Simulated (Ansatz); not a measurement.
A structure drawn as `F[C]1(S)[O][AlH]1`, with this starting geometry:

Cartesian coordinates in Å:
```
F 1.062 -0.017 1.615
C 0.144 -0.290 0.544
S -1.594 0.133 0.821
O 0.281 -1.522 0.013
Al 0.805 -0.362 -1.268
H -1.290 1.541 0.874
H 0.591 0.519 -2.600
```

The species carries charge 0 and has multiplicity 1.

Problem. Does it keep its bonds when Ansatz relaxes it at PBE-D4/def2-SVP and then PBE0-D4/def2-TZVP?

Solution. Yes, every drawn bond is still there and no new one forms.

Problem. Give the relaxed structure. (Estimate.)

Solution. Computed: 
```xyz
7

F    -0.962   -1.052    1.075
C    -0.335   -0.102    0.318
S    -0.234    1.451    1.224
O    -1.006    0.092   -0.912
Al    0.570   -0.507   -1.298
H     0.582    0.982    2.180
H     1.386   -0.864   -2.587
```
All modes are real.

Atoms count as bonded under 1.1 times the sum of their covalent radii (H–H under 0.85 Å, pairs among N, O and F under 1.55 Å), and a drawn bond as lost past 1.3 times.
